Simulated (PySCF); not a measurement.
## NMR problem set

Computational details: GFN2-xTB structure, PBE0/pcSseg-1 with gauge-including orbitals, in PySCF 2.14 (isolated molecule, non-relativistic, a single conformation, fast rotation and ring inversion assumed for equivalent nuclei).

δ = σ(ref) − σ, references computed at the same level: $^{1}$H (σ = 31.72 ppm), $^{13}$C (σ = 186.93 ppm) vs TMS. Splittings of carbon signals by F and P are missing where no couplings were computed. Where no couplings were computed, multiplicities follow the n + 1 count of equivalent neighbours, and m marks all less simple cases (inequivalent or close neighbours, rings, F or P nearby). Shifts are as computed. Against solution values, carbons near 30 ppm lie about +3 ppm off and those near 130 ppm about +5 ppm; carbons on Cl a further +6 ppm. Of 1211 compounds with measured shifts, 218 miss one by over three times the rms of a fit or turn the order of signals round; such compounds aren't used in these exercises. Carbons bonded to Cl come out too deshielded. OH and NH positions are gas-phase values without hydrogen bonding to other molecules.

(1) C9H11F. $^{1}$H NMR (300 MHz, computed): δ 7.44 (m, 2H), 7.29 (m, 2H), 2.49 (t, 2H), 1.47 (m, 2H), 1.14 (t, 3H). $^{13}$C{$^{1}$H} NMR (computed): δ 171.2 (C), 145.2 (C), 135.0 (CH), 121.3 (CH), 44.0 (CH2), 34.9 (CH2), 17.7 (CH3). What is it?

(2) C8H6ClO2P. $^{1}$H NMR (400 MHz, computed): δ 8.07 (m, 2H), 7.71 (m, 2H), 3.04 (br s, 1H), 2.35 (m, 1H). $^{13}$C{$^{1}$H} NMR (computed): δ 151.1 (C), 137.6 (C), 137.4 (CH), 134.4 (CH), 95.4 (CH), 84.9 (C). Identify the compound.

## Answers

(1) `CCCc1ccc(F)cc1`. The formula gives 4 degrees of unsaturation (1 ring in the answer). 7 carbon signals for 9 carbons: some carbons are equivalent by symmetry or fast rotation. Carbon types of the structure: 2 × C, 4 × CH, 2 × CH2, 1 × CH3, which accounts for all hydrogens. δC 171.2: aromatic carbon bearing fluorine; the electronegative substituent deshields the carbon that carries it. δC 145.2: substituted aromatic carbon. δC 135.0, 121.3: aromatic CH. δH 7.44, 7.29: hydrogen on an aromatic CH; aromatic region.

This is the structure that produced the data.

(2) `C#C[P@@](=O)(O)c1ccc(Cl)cc1`. 6 carbon signals for 8 carbons: some carbons are equivalent by symmetry or fast rotation. Carbon types of the structure: 3 × C, 5 × CH, leaving 1 H on heteroatoms. δC 137.6: substituted aromatic carbon. δC 137.4, 134.4: aromatic CH; the aromatic region. δC 95.4: terminal alkyne carbon; the triple bond shields along its axis, which puts it between sp3 and sp2 carbons. δC 84.9: alkyne carbon; the triple bond shields along its axis, which puts it between sp3 and sp2 carbons.

The data come from this structure; uniqueness wasn't tested.
